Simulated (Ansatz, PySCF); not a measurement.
Reaction 2 R1 → P1 + P2, each structure at its B3LYP-D3(BJ)/def2-TZVP stationary point, reached from a drawn start (curvature not checked).
P1, I3Ti (SMILES [I][Ti]([I])[I]) (charge 0, multiplicity 2):
```xyz
4

Ti     0.00009    -0.00003    -0.00099
I      2.56479    -0.00981    -0.00876
I     -1.27385     2.22592    -0.00156
I     -1.29093    -2.21609     0.01131
```
R1, I2Ti (SMILES [I][Ti][I]) (charge 0, multiplicity 3):
```xyz
3

Ti     0.0000     0.0000    -0.0024
I      2.6140    -0.0043     0.0120
I     -2.6140     0.0043    -0.0096
```
P2, ITi (SMILES [Ti][I]) (charge 0, multiplicity 4):
```xyz
2

Ti    -0.00949    -0.01909    -1.32076
I      0.00949     0.01909     1.32076
```

P less R. No zero-point or thermal terms; open shells are unrestricted; no spin–orbit coupling. The spin states of the d-block species are the ones drawn and need not be the lowest.

The values were computed with Ansatz (an electronic-structure program); PySCF for the D3/D4 terms. Each number belongs to the level named beside it. Elements past Kr take the def2 small-core potentials, without spin–orbit coupling.

Problem. One of these levels gives 9.47 kcal/mol for the reaction energy. Which?
A. BLYP/def2-TZVPP
B. HF/def2-SVP
C. revPBE-D4/def2-TZVPP
D. SVWN5/def2-TZVPP

Solution. A, BLYP/def2-TZVPP. The others give 46.13 (HF/def2-SVP), 3.69 (SVWN5/def2-TZVPP), 4.95 (revPBE-D4/def2-TZVPP)
